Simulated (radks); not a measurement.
Species: Re1.25+. Configuration: [Xe] 4f14 6s2 5d(up 3.75, down 0) (fractional occupations, a model configuration). Method: scalar-relativistic Kohn-Sham, LDA (Slater exchange, Perdew-Wang correlation), spin-polarised, spherical densities, finite nucleus; Fermi nuclear charge, rms radius 5.3698 fm; computed with a radial shooting solver on a logarithmic mesh with Libxc functionals.

X-ray form factor f0, the Fourier transform of the density (f0(0) = 73.75):

| sin(theta)/lambda (1/angstrom) | f0 (electrons) |
|---|---|
| 0.05 | 72.791 |
| 0.1 | 70.254 |
| 0.15 | 66.859 |
| 0.2 | 63.217 |
| 0.25 | 59.636 |
| 0.3 | 56.213 |
| 0.4 | 49.913 |
| 0.5 | 44.385 |
| 0.6 | 39.615 |
| 0.8 | 31.931 |
| 1 | 26.124 |
| 1.25 | 20.996 |
| 1.5 | 17.719 |
| 2 | 13.987 |
